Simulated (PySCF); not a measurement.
C₄H₄Cl₂, SMILES C=C=C(Cl)CCl.

Geometry: PBE-D3(BJ)/def2-SVP. Other conformers were not sampled.

Level of theory: PBE-D3(BJ)/def2-SVP (PySCF 2.14.0).

Frequencies are harmonic and unscaled.

### Question
List the normal modes with their intensities. (Estimate from the structure and the level; the computed values follow.)

### Answer

| mode | ν (cm⁻¹) | IR (km/mol) | moving atoms (share of kinetic energy) |
|---|---|---|---|
| 1 | 62 | 0.6 | Cl 47 %, C 39 %, H 15 % |
| 2 | 140 | 1.0 | Cl 75 %, C 19 % |
| 3 | 157 | 0.7 | C 61 %, H 20 %, Cl 19 % |
| 4 | 268 | 3.6 | C 59 %, H 29 %, Cl 12 % |
| 5 | 330 | 3.2 | C 58 %, H 25 %, Cl 18 % |
| 6 | 487 | 5.3 | C 77 %, Cl 16 % |
| 7 | 513 | 8.3 | C 63 %, Cl 32 % |
| 8 | 579 | 1.2 | H 87 %, C 11 % |
| 9 | 633 | 34.1 | C 70 %, H 17 %, Cl 14 % |
| 10 | 716 | 55.5 | C 72 %, Cl 17 %, H 11 % |
| 11 | 848 | 40.2 | H 73 %, C 27 % |
| 12 | 863 | 1.0 | H 56 %, C 43 % |
| 13 | 950 | 0.1 | H 64 %, C 36 % |
| 14 | 1029 | 64.7 | C 67 %, H 32 % |
| 15 | 1130 | 14.6 | H 71 %, C 28 % |
| 16 | 1211 | 38.3 | H 82 %, C 18 % |
| 17 | 1260 | 6.2 | H 56 %, C 44 % |
| 18 | 1383 | 9.5 | H 90 %, C 10 % |
| 19 | 1410 | 9.3 | H 50 %, C 50 % |
| 20 | 2019 | 11.4 | C 99 % |
| 21 | 3014 | 7.1 | H 95 % |
| 22 | 3046 | 1.5 | H 95 % |
| 23 | 3092 | 1.0 | H 90 %, C 10 % |
| 24 | 3130 | 0.0 | H 89 %, C 11 % |
